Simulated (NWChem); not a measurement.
System: BPH4; SMILES BP

NWChem printed, in part:

```
             Northwest Computational Chemistry Package (NWChem) 7.3.0
             --------------------------------------------------------

 CS  symmetry detected

                             Geometry "geometry" -> ""
                             -------------------------

 Output coordinates in angstroms (scale by  1.889725989 to convert to a.u.)

  No.       Tag          Charge          X              Y              Z
 ---- ---------------- ---------- -------------- -------------- --------------
    1 B                    5.0000     0.00482000    -1.30967245     0.00000000
    2 H                    1.0000    -0.05265153    -1.90282081    -1.03374700
    3 H                    1.0000    -0.05265153    -1.90282081     1.03374700
    4 P                   15.0000    -0.09081478     0.56083283     0.00000000
    5 H                    1.0000     0.72171239     0.97075570    -1.08325400
    6 H                    1.0000     0.72171239     0.97075570     1.08325400

 Effective nuclear repulsion energy (a.u.)      45.9492238608

      Symmetry information
      --------------------

 Group name             Cs
 Group number              2
 Group order               2
 No. of unique centers     4

                                 NWChem DFT Module
                                 -----------------

 Summary of "ao basis" -> "ao basis" (spherical)
 ------------------------------------------------------------------------------
       Tag                 Description            Shells   Functions and Types
 ---------------- ------------------------------  ------  ---------------------
 B                          def2-svp                 6       14   3s2p1d
 H                          def2-svp                 3        5   2s1p
 P                          def2-svp                 8       18   4s3p1d

      Symmetry analysis of basis
      --------------------------

        a'         33
        a"         19

            General Information
            -------------------
          SCF calculation type: DFT
          Wavefunction type:  closed shell.
          No. of atoms     :     6
          No. of electrons :    24
           Alpha electrons :    12
            Beta electrons :    12
          Charge           :     0
          Spin multiplicity:     1
          Use of symmetry is: on ; symmetry adaption is: on
          Maximum number of iterations: 150
          AO basis - number of functions:    52
                     number of shells:    26
          Convergence on energy requested:  1.00D-06
          Convergence on density requested:  1.00D-05
          Convergence on gradient requested:  5.00D-04

              XC Information
              --------------
                         PBE0 Method XC Functional
                     Hartree-Fock (Exact) Exchange  0.250
          PerdewBurkeErnzerhof Exchange Functional  0.750
            Perdew 1991 LDA Correlation Functional  1.000 local
           PerdewBurkeErnz. Correlation Functional  1.000 non-local

             Grid Information
             ----------------
          Grid used for XC integration:  medium
          Radial quadrature: Mura-Knowles
          Angular quadrature: Lebedev.
          Tag              B.-S. Rad. Rad. Pts. Rad. Cut. Ang. Pts.
          ---              ---------- --------- --------- ---------
          B                   0.85       49           8.0       434
          H                   0.35       45          10.0       434
          P                   1.00       88           8.0       590
          Grid pruning is: on
          Number of quadrature shells:   227
          Spatial weights used:  Erf1

      Superposition of Atomic Density Guess
      -------------------------------------

 Sum of atomic energies:        -367.03877103

      Non-variational initial energy
      ------------------------------

 Total energy =    -367.712408
 1-e energy   =    -596.547166
 2-e energy   =     182.885534
 HOMO         =      -0.284508
 LUMO         =      -0.037237

      Symmetry analysis of molecular orbitals - initial
      -------------------------------------------------

  Numbering of irreducible representations:

     1 a'          2 a"

  Orbital symmetries:

     1 a'          2 a'          3 a'          4 a'          5 a"
     6 a'          7 a'          8 a'          9 a"         10 a'
    11 a"         12 a'         13 a'         14 a"         15 a'
    16 a'         17 a'         18 a"         19 a'         20 a'
    21 a"         22 a'

   convergence    iter        energy       DeltaE   RMS-Dens  Diis-err
 ---------------- ----- ----------------- --------- --------- ---------
 d= 0,ls=0.0,diis     1   -368.2556980995 -4.14D+02  7.88D-03  1.17D-01
 d= 0,ls=0.0,diis     2   -368.2731754031 -1.75D-02  3.23D-03  1.02D-02
 d= 0,ls=0.0,diis     3   -368.2745235669 -1.35D-03  1.24D-03  3.18D-03
 d= 0,ls=0.0,diis     4   -368.2750983297 -5.75D-04  3.76D-04  2.97D-04
 d= 0,ls=0.0,diis     5   -368.2751605879 -6.23D-05  6.08D-05  4.99D-06
 d= 0,ls=0.0,diis     6   -368.2751614216 -8.34D-07  1.20D-05  2.52D-07
 d= 0,ls=0.0,diis     7   -368.2751614632 -4.16D-08  2.21D-06  1.07D-08

         Total DFT energy =     -368.275161463181
      One electron energy =     -598.230853658357
           Coulomb energy =      212.569432754714
    Exchange-Corr. energy =      -28.562964420366
 Nuclear repulsion energy =       45.949223860828

 Numeric. integr. density =       23.999999376554

                  Occupations of the irreducible representations
                  ----------------------------------------------

                     irrep           alpha         beta
                     --------     --------     --------
                     a'                9.0          9.0
                     a"                3.0          3.0

                       DFT Final Molecular Orbital Analysis
                       ------------------------------------

 Vector   10  Occ=2.000000D+00  E=-3.594999D-01  Symmetry=a'
              MO Center=  1.9D-02, -4.0D-01, -9.6D-15, r^2= 2.6D+00
   Bfn.  Coefficient  Atom+Function         Bfn.  Coefficient  Atom+Function
  ----- ------------  ---------------      ----- ------------  ---------------
     5      0.356694  1 B  py                33      0.256535  4 P  py
    36      0.229051  4 P  py                27     -0.175477  4 P  s
    35      0.170685  4 P  px                43      0.170165  5 H  s
    48      0.170165  6 H  s                 32      0.167369  4 P  px
    15      0.159165  2 H  s                 20      0.159165  3 H  s

 Vector   11  Occ=2.000000D+00  E=-3.541266D-01  Symmetry=a"
              MO Center=  7.5D-02, -1.1D+00,  8.6D-15, r^2= 2.7D+00
   Bfn.  Coefficient  Atom+Function         Bfn.  Coefficient  Atom+Function
  ----- ------------  ---------------      ----- ------------  ---------------
     6      0.382295  1 B  pz                15      0.291842  2 H  s
    20     -0.291842  3 H  s                 43     -0.167822  5 H  s
    48      0.167822  6 H  s                  9     -0.154382  1 B  pz
    34      0.125526  4 P  pz                16      0.121543  2 H  s
    21     -0.121543  3 H  s                 37      0.108488  4 P  pz

 Vector   12  Occ=2.000000D+00  E=-2.743394D-01  Symmetry=a'
              MO Center= -2.3D-01,  3.6D-01, -2.0D-16, r^2= 2.2D+00
   Bfn.  Coefficient  Atom+Function         Bfn.  Coefficient  Atom+Function
  ----- ------------  ---------------      ----- ------------  ---------------
    35      0.418695  4 P  px                32      0.309837  4 P  px
    28     -0.254573  4 P  s                 36     -0.255148  4 P  py
    27     -0.210471  4 P  s                 33     -0.202606  4 P  py
     5     -0.189217  1 B  py                29     -0.176542  4 P  px
     4     -0.154656  1 B  px                26     -0.138238  4 P  s

 Vector   13  Occ=0.000000D+00  E=-6.328259D-02  Symmetry=a'
              MO Center=  1.8D-02, -9.0D-01, -3.2D-16, r^2= 3.0D+00
   Bfn.  Coefficient  Atom+Function         Bfn.  Coefficient  Atom+Function
  ----- ------------  ---------------      ----- ------------  ---------------
     7      0.573617  1 B  px                 4     -0.505233  1 B  px
    28      0.474914  4 P  s                 44     -0.254128  5 H  s
    49     -0.254128  6 H  s                 36      0.163681  4 P  py
    35     -0.134925  4 P  px                43     -0.121650  5 H  s
    48     -0.121650  6 H  s                 27      0.098900  4 P  s

 Vector   14  Occ=0.000000D+00  E= 4.483412D-02  Symmetry=a"
              MO Center=  1.3D-01,  4.0D-01,  3.1D-14, r^2= 3.7D+00
   Bfn.  Coefficient  Atom+Function         Bfn.  Coefficient  Atom+Function
  ----- ------------  ---------------      ----- ------------  ---------------
    37      1.000610  4 P  pz                44      0.872361  5 H  s
    49     -0.872361  6 H  s                 16      0.533061  2 H  s
    21     -0.533061  3 H  s                  9      0.482492  1 B  pz
    34      0.261239  4 P  pz                43      0.214087  5 H  s
    48     -0.214087  6 H  s                 31     -0.154584  4 P  pz

 Vector   15  Occ=0.000000D+00  E= 6.354503D-02  Symmetry=a'
              MO Center=  6.4D-01,  5.8D-01, -4.8D-14, r^2= 4.2D+00
   Bfn.  Coefficient  Atom+Function         Bfn.  Coefficient  Atom+Function
  ----- ------------  ---------------      ----- ------------  ---------------
    28      1.767644  4 P  s                 44     -1.141942  5 H  s
    49     -1.141942  6 H  s                 35      0.991956  4 P  px
     3     -0.567240  1 B  s                  8     -0.471278  1 B  py
    27      0.305882  4 P  s                  2      0.265184  1 B  s
     7     -0.256347  1 B  px                26      0.208362  4 P  s

     Multipole analysis of the density
     ---------------------------------

     L   x y z        total         alpha         beta         nuclear
     -   - - -        -----         -----         ----         -------
     0   0 0 0     -0.000000    -12.000000    -12.000000     24.000000

     1   1 0 0      0.320797      0.160399      0.160399      0.000000
     1   0 1 0      0.145517      0.072758      0.072758      0.000000
     1   0 0 1     -0.000000     -0.000000     -0.000000      0.000000

     2   2 0 0    -16.407420    -10.294761    -10.294761      4.182102
     2   1 1 0      0.795847     -1.041294     -1.041294      2.878435
     2   1 0 1     -0.000000     -0.000000     -0.000000      0.000000
     2   0 2 0    -16.929905    -48.497295    -48.497295     80.064686
     2   0 1 1     -0.000000     -0.000000     -0.000000      0.000000
     2   0 0 2    -15.712795    -15.862981    -15.862981     16.013167

                                 NWChem DFT Module
                                 -----------------

      Symmetry analysis of basis
      --------------------------

        a'         33
        a"         19

            General Information
            -------------------
          SCF calculation type: DFT
          Wavefunction type:  spin polarized.
          No. of atoms     :     6
          No. of electrons :    23
           Alpha electrons :    12
            Beta electrons :    11
          Charge           :     1
          Spin multiplicity:     2
          Use of symmetry is: on ; symmetry adaption is: on
          Maximum number of iterations: 150
          AO basis - number of functions:    52
                     number of shells:    26
          Convergence on energy requested:  1.00D-06
          Convergence on density requested:  1.00D-05
          Convergence on gradient requested:  5.00D-04

              XC Information
              --------------
                         PBE0 Method XC Functional
                     Hartree-Fock (Exact) Exchange  0.250
          PerdewBurkeErnzerhof Exchange Functional  0.750
            Perdew 1991 LDA Correlation Functional  1.000 local
           PerdewBurkeErnz. Correlation Functional  1.000 non-local

             Grid Information
             ----------------
          Grid used for XC integration:  medium
          Radial quadrature: Mura-Knowles
          Angular quadrature: Lebedev.
          Tag              B.-S. Rad. Rad. Pts. Rad. Cut. Ang. Pts.
          ---              ---------- --------- --------- ---------
          B                   0.85       49           8.0       434
          H                   0.35       45          10.0       434
          P                   1.00       88           8.0       590
          Grid pruning is: on
          Number of quadrature shells:   227
          Spatial weights used:  Erf1

      Superposition of Atomic Density Guess
      -------------------------------------

 Sum of atomic energies:        -367.03877103

 Renormalizing density from      24.00 to     23

      Non-variational initial energy
      ------------------------------

 Total energy =    -357.779228
 1-e energy   =    -571.691034
 2-e energy   =     167.962582
 HOMO         =      -0.662826
 LUMO         =      -0.338064

   Symmetry analysis of molecular orbitals - initial alpha
   -------------------------------------------------------

  Numbering of irreducible representations:

     1 a'          2 a"

  Orbital symmetries:

     1 a'          2 a'          3 a'          4 a'          5 a"
     6 a'          7 a'          8 a'          9 a"         10 a'
    11 a"         12 a'         13 a'         14 a"         15 a'
    16 a'         17 a"         18 a'         19 a'         20 a'
    21 a"         22 a'

   Symmetry analysis of molecular orbitals - initial beta
   ------------------------------------------------------

  Numbering of irreducible representations:

     1 a'          2 a"

  Orbital symmetries:

     1 a'          2 a'          3 a'          4 a'          5 a"
     6 a'          7 a'          8 a'          9 a"         10 a'
    11 a"         12 a'         13 a'         14 a"         15 a'
    16 a'         17 a"         18 a'         19 a'         20 a'
    21 a"         22 a'

   convergence    iter        energy       DeltaE   RMS-Dens  Diis-err
 ---------------- ----- ----------------- --------- --------- ---------
 d= 0,ls=0.0,diis     1   -367.8469877130 -4.14D+02  1.12D-02  1.93D-01
                                                     1.11D-02  2.05D-01
 d= 0,ls=0.0,diis     2   -367.8916364278 -4.46D-02  4.95D-03  3.98D-02
                                                     4.41D-03  3.37D-02
 d= 0,ls=0.0,diis     3   -367.9117493639 -2.01D-02  1.05D-03  2.45D-03
                                                     1.35D-03  2.63D-03
 d= 0,ls=0.0,diis     4   -367.9138582641 -2.11D-03  2.61D-04  1.46D-04
                                                     1.84D-04  6.85D-05
 d= 0,ls=0.0,diis     5   -367.9139738908 -1.16D-04  9.98D-05  1.02D-05
                                                     1.74D-04  1.16D-05
  Resetting Diis
 d= 0,ls=0.0,diis     6   -367.9140042021 -3.03D-05  5.39D-05  2.14D-06
                                                     9.72D-05  1.62D-06
 d= 0,ls=0.0,diis     7   -367.9140114678 -7.27D-06  1.64D-05  3.65D-07
                                                     2.40D-05  2.37D-07
 d= 0,ls=0.0,diis     8   -367.9140123183 -8.50D-07  7.02D-06  6.21D-08
                                                     1.48D-05  1.03D-07
 d= 0,ls=0.0,diis     9   -367.9140125793 -2.61D-07  9.73D-06  4.15D-08
                                                     1.68D-05  2.54D-08
 d= 0,ls=0.0,diis    10   -367.9140127171 -1.38D-07  9.41D-07  1.95D-09
                                                     1.97D-06  2.01D-09

         Total DFT energy =     -367.914012717104
      One electron energy =     -591.283144853590
           Coulomb energy =      205.715971288869
    Exchange-Corr. energy =      -28.296063013211
 Nuclear repulsion energy =       45.949223860828

 Numeric. integr. density =       23.000000110642

[...]
```

Level: PBE0/def2-SVP, vertical spin-unrestricted ions. Coordinates come from a B3LYP/6-31G* (spherical d) optimisation.

Problem. Write an input that gives this output.

Solution. One answer among several that fit: the input that was run:
```
start job
memory heap 200 mb stack 900 mb global 1100 mb
geometry units angstroms noautoz
  B      0.000519     1.307004     0.000000
  H     -0.064514     1.899371    -1.033747
  H     -0.064514     1.899371     1.033747
  P     -0.071248    -0.564569     0.000000
  H      0.746442    -0.964094    -1.083254
  H      0.746442    -0.964094     1.083254
end
basis spherical
  * library def2-svp
end
dft
  xc pbe0
  iterations 150
  vectors input atomic output neutral.movecs
end
task dft energy
charge 1
dft
  odft
  mult 2
  vectors input atomic output cation.movecs
end
task dft energy
```
